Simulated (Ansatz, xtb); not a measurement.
**Isomers of C5H8BrCl in order of energy**

8 gas-phase structures of C5H8BrCl, from a drawn sample of its isomers (lower ones may exist). Each was relaxed with GFN2-xTB; where two conformers were screened, the lower at r2SCAN-D4/def2-SVP//GFN2-xTB is listed:

A. `C=C(C)[C@H](Cl)CBr`, a singlet
B. `Cl[C@H](Br)C1CCC1`, a singlet
C. `CC/C(=C/Br)CCl`, a singlet
D. `C/C=C(/Br)CCCl`, a singlet
E. `Cl[C@@H]1CC[C@H](Br)C1`, a singlet
F. `ClC[C@@H]1CC[C@@H]1Br`, a singlet
G. `C/C(=C\Cl)CCBr`, a singlet
H. `CC/C(Cl)=C/CBr`, a singlet

**Question.** Estimate their order in r2SCAN-D4/def2-SVP//GFN2-xTB energy at these geometries, lowest first.

**Answer.** Calculated order at r2SCAN-D4/def2-SVP//GFN2-xTB: E (0.000), H (0.601), G (0.688), D (0.693), A (0.695), C (0.794), F (0.824), B (0.963) eV. Less than 1 kcal/mol parts G and D; D and A; C and F, so the order within those pairs means little.

Energies above the lowest of each column, in eV; the last columns are at r2SCAN-D4/def2-SVP geometries and were run for some of them only (a dash: not run or not comparable):

```json
{"structure": "E", "GFN2-xTB": "0.000", "HF/STO-3G": "0.000", "r2SCAN-D4/def2-SVP//GFN2-xTB": "0.000", "r2SCAN-D4/def2-SVP": "0.000", "CCSD(T)/def2-SVP + ΔMP2/def2-TZVPP": "0.000"}
{"structure": "H", "GFN2-xTB": "0.896", "HF/STO-3G": "1.751", "r2SCAN-D4/def2-SVP//GFN2-xTB": "0.601", "r2SCAN-D4/def2-SVP": "0.592", "CCSD(T)/def2-SVP + ΔMP2/def2-TZVPP": "0.599"}
{"structure": "G", "GFN2-xTB": "0.953", "HF/STO-3G": "1.791", "r2SCAN-D4/def2-SVP//GFN2-xTB": "0.688", "r2SCAN-D4/def2-SVP": "0.685", "CCSD(T)/def2-SVP + ΔMP2/def2-TZVPP": "–"}
{"structure": "D", "GFN2-xTB": "1.028", "HF/STO-3G": "1.741", "r2SCAN-D4/def2-SVP//GFN2-xTB": "0.693", "r2SCAN-D4/def2-SVP": "0.689", "CCSD(T)/def2-SVP + ΔMP2/def2-TZVPP": "–"}
{"structure": "A", "GFN2-xTB": "1.079", "HF/STO-3G": "1.886", "r2SCAN-D4/def2-SVP//GFN2-xTB": "0.695", "r2SCAN-D4/def2-SVP": "0.683", "CCSD(T)/def2-SVP + ΔMP2/def2-TZVPP": "0.583"}
{"structure": "C", "GFN2-xTB": "1.050", "HF/STO-3G": "1.682", "r2SCAN-D4/def2-SVP//GFN2-xTB": "0.794", "r2SCAN-D4/def2-SVP": "–", "CCSD(T)/def2-SVP + ΔMP2/def2-TZVPP": "–"}
{"structure": "F", "GFN2-xTB": "0.696", "HF/STO-3G": "0.963", "r2SCAN-D4/def2-SVP//GFN2-xTB": "0.824", "r2SCAN-D4/def2-SVP": "–", "CCSD(T)/def2-SVP + ΔMP2/def2-TZVPP": "–"}
{"structure": "B", "GFN2-xTB": "0.786", "HF/STO-3G": "1.103", "r2SCAN-D4/def2-SVP//GFN2-xTB": "0.963", "r2SCAN-D4/def2-SVP": "–", "CCSD(T)/def2-SVP + ΔMP2/def2-TZVPP": "–"}
```

Every level run on E puts it lowest or level with the lowest. CCSD(T)/def2-SVP + ΔMP2/def2-TZVPP orders those it was run on as E (0.000), A (0.583), H (0.599) eV. Less than 1 kcal/mol parts A and H, so the order within that pair means little. Some further structures that were screened fall inside this span and aren't listed. Flexible structures stand in one conformer each, not always the lowest. Frequencies (GFN2-xTB) were run for A, E, H alone. ΔMP2 is the change of the MP2 energy from the smaller to the larger basis.

Over these structures GFN2-xTB departs from r2SCAN-D4/def2-SVP//GFN2-xTB by 0.191 eV on average once a common shift is removed. A GFN2-xTB relaxation took about 0.12 s and the r2SCAN-D4/def2-SVP//GFN2-xTB energy about 2.8 s on a shared host (Ansatz 0.2.0, xtb 6.7.1).
